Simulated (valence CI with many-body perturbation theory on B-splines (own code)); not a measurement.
**From CI to CI+MBPT in Ag24+**

Computed by configuration interaction combined with many-body perturbation theory (CI+MBPT): five valence electrons over a frozen Dirac-Fock core [Ar], radial functions for each j: 7 s, 7 p, 8 d, 6 f, 4 g, 1 h, with the one-electron correlation potential Σ1 (screened to all orders), the two-electron term Σ2, the three-electron term Σ3, Breit, model QED; selected single and double excitations, second order for the rest (own B-spline code, finite nucleus).

No measured levels were compared; by estimate terms of the open shell hold to 2 to 4 % of their energy, and close levels can change places. Core correlation moves these levels by up to 13000 cm⁻¹, and in measured spectra 5 to 20 % of such shifts remained as error; rates that hang on mixing are uncertain with them. Only levels of the ground parity were solved; by the run's estimate the other parity begins above the list, which can be wrong where configurations are misplaced.

Each rung adds one term. CI alone is the Dirac-Coulomb CI over the frozen core; QED comes last and gives the full result, which names the levels. Energies are above 3d⁵ ⁶S_5/2 on the same rung, in eV.

Names give the largest LS component (configuration and term), which can be under half, so a name can repeat, a term be missing and a line seem to break the LS rules; names also repeat where a configuration has a term twice. Letters in brackets count levels of one name in rising energy.

| Level | CI alone | + Σ1 | + Σ2 | + Σ3 | + Breit | Full |
| --- | --- | --- | --- | --- | --- | --- |
| 3d⁵ ⁴G_5/2 [a] | 11.154 | 11.126 | 10.636 | 10.425 | 10.663 | 10.648 |
| 3d⁵ ⁴G_7/2 | 14.669 | 14.688 | 14.359 | 14.213 | 14.151 | 14.151 |
| 3d⁵ ⁴P_3/2 | 15.235 | 15.251 | 14.718 | 14.530 | 14.639 | 14.637 |
| 3d⁵ ⁴G_11/2 | 15.353 | 15.381 | 15.202 | 15.019 | 14.644 | 14.647 |
| 3d⁵ ⁴G_5/2 [b] | 15.740 | 15.779 | 15.452 | 15.293 | 15.273 | 15.279 |
| 3d⁵ ⁴G_9/2 | 16.101 | 16.141 | 15.932 | 15.793 | 15.529 | 15.535 |
| 3d⁵ ⁴P_1/2 | 17.257 | 17.295 | 16.808 | 16.620 | 16.639 | 16.643 |
| 3d⁵ ⁴D_7/2 | 19.658 | 19.718 | 19.246 | 19.168 | 18.963 | 18.976 |
| 3d⁵ ⁴D_5/2 | 20.709 | 20.759 | 20.200 | 20.086 | 19.970 | 19.979 |
| 3d⁵ ²I_11/2 | 22.215 | 22.279 | 22.262 | 21.988 | 21.578 | 21.590 |
| 3d⁵ ⁴D_1/2 | 22.347 | 22.434 | 21.941 | 21.839 | 21.704 | 21.725 |
| 3d⁵ ⁴D_3/2 | 22.913 | 22.997 | 22.530 | 22.408 | 22.217 | 22.236 |
| 3d⁵ ²F_7/2 [a] | 23.630 | 23.668 | 23.000 | 22.679 | 22.582 | 22.585 |
| 3d⁵ ²I_13/2 | 24.416 | 24.498 | 24.557 | 24.266 | 23.553 | 23.571 |
| 3d⁵ ²G_9/2 [a] | 24.567 | 24.624 | 24.110 | 23.943 | 23.671 | 23.679 |
| 3d⁵ ⁴F_3/2 | 24.383 | 24.444 | 23.932 | 23.712 | 23.669 | 23.680 |
| 3d⁵ ²F_5/2 [a] | 25.580 | 25.668 | 25.199 | 25.071 | 24.891 | 24.909 |
| 3d⁵ ⁴F_5/2 | 28.395 | 28.507 | 28.105 | 27.842 | 27.586 | 27.613 |
| 3d⁵ ²H_9/2 | 28.491 | 28.578 | 28.282 | 28.032 | 27.680 | 27.697 |
| 3d⁵ ²G_7/2 [a] | 29.868 | 29.964 | 29.304 | 29.210 | 28.824 | 28.843 |
| 3d⁵ ²D_3/2 [a] | 31.211 | 31.331 | 30.731 | 30.445 | 30.187 | 30.214 |
| 3d⁵ ²F_5/2 [b] | 31.301 | 31.399 | 30.638 | 30.575 | 30.384 | 30.404 |
| 3d⁵ ²F_7/2 [b] | 31.681 | 31.805 | 31.390 | 31.155 | 30.711 | 30.741 |
| 3d⁵ ⁴F_7/2 | 33.835 | 33.960 | 33.320 | 33.196 | 32.800 | 32.828 |
| 3d⁵ ²H_11/2 | 33.778 | 33.928 | 33.952 | 33.619 | 32.884 | 32.921 |
| 3d⁵ ²S_1/2 | 34.596 | 34.691 | 33.444 | 33.372 | 33.241 | 33.259 |
| 3d⁵ ²G_9/2 [b] | 34.471 | 34.607 | 34.211 | 33.999 | 33.467 | 33.499 |
| 3d⁵ ²D_5/2 [a] | 37.686 | 37.867 | 37.447 | 36.978 | 36.444 | 36.491 |
| 3d⁵ ²D_3/2 [b] | 38.286 | 38.397 | 37.402 | 37.250 | 37.113 | 37.135 |
| 3d⁵ ²D_5/2 [b] | 41.453 | 41.610 | 40.723 | 40.645 | 40.242 | 40.278 |
| 3d⁵ ²G_9/2 [c] | 42.618 | 42.742 | 41.830 | 41.704 | 41.288 | 41.311 |

(1) How does the ionisation energy move along the ladder, and which term matters most?

## Answers

(1) CI alone 1219.6, + Σ1 1221.8, + Σ2 1230.6, + Σ3 1230.6, + Breit 1230.7, + QED 1230.7 eV. The largest step is Σ2, 8.7 eV. NIST lists 1231 ± 4 eV (theoretical).
